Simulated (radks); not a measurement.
Problem. Valence configurations of the iridium ion Ir2+ (all share [Xe]). Calculated with a radial shooting solver on a logarithmic mesh with Libxc functionals: scalar-relativistic Kohn-Sham, PBEsol, spin-polarised, spherical densities, finite nucleus; open shells are filled with parallel spins first (spin-orbit coupling, left out, can overturn this in heavy ions); Fermi nuclear charge, rms radius 5.4032 fm. Order these by energy: 4f14 5d7; 4f14 5d6.5 6s0.5; 4f13 5d8; 4f14 5d6.5 6p0.5; 4f11 5d8 6s1 6p1; 4f14 5d6 6s1; 4f12 5d9; 4f11 5d9 6p1; 4f12 5d8 6p1; 4f13.5 5d7 6p0.5.

Solution. From the lowest, in eV above it: 4f14 5d7 0.000; 4f14 5d6.5 6s0.5 0.578; 4f14 5d6 6s1 1.114; 4f14 5d6.5 6p0.5 4.573; 4f13.5 5d7 6p0.5 34.302; 4f13 5d8 60.675; 4f12 5d9 130.12; 4f12 5d8 6p1 143.17; 4f11 5d9 6p1 223.50; 4f11 5d8 6s1 6p1 230.62. NIST lists [Xe] 4f14 5d7 as the ground configuration; this level of theory agrees among the configurations tried. The energies are those of spherical high-spin densities, not of single terms.
